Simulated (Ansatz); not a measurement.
`OC[SiH2]O[SiH3]` → C• + 8 H• + 2 O• + 2 Si•  (atomization)

Calculated with Ansatz (gas phase, PBE0-D4/def2-TZVP geometries, no zero-point term in ΔE). CCSD(T)/CBS is the MP2 limit (def2-TZVPP, def2-QZVPP) plus CCSD(T) − MP2 in def2-TZVPP, frozen cores. This one scheme is used for every species, atoms too. DFT in def2-TZVPP. Open shells (•) are unrestricted, without spin–orbit coupling. Spin–orbit coupling would lower the free atoms: a little for C, O, Si. One conformer a species, not always the lowest.

```
          level  ΔE (kJ/mol)
      r2SCAN-D4       4569.1
CCSD/def2-TZVPP       4413.0
```

What does CCSD(T)/CBS give? (Estimate.)

Computed: +4592.3 kJ/mol. The listed levels differ from it by -23.2, -179.3 kJ/mol.

Largest T1 diagnostic among the species: 0.012.

In def2-TZVPP, CCSD(T) changes the Hartree–Fock value by +1095.4 kJ/mol (the triples alone add +52.9 kJ/mol) and MP2 by +1144.9 kJ/mol; breaking electron pairs costs correlation energy, which Hartree–Fock lacks. From PBE to PBE0 (25 % exact exchange), in def2-TZVPP and without D4, ΔE moves by −54.1 kJ/mol: exact exchange takes away binding that semilocal exchange gives to molecules.

For atomizations the MP2-based limit and the directly extrapolated one differ by several kJ/mol either way, and by 10 to 25 for some Ge, Se and Sn compounds, so smaller differences from it don't rank the levels.
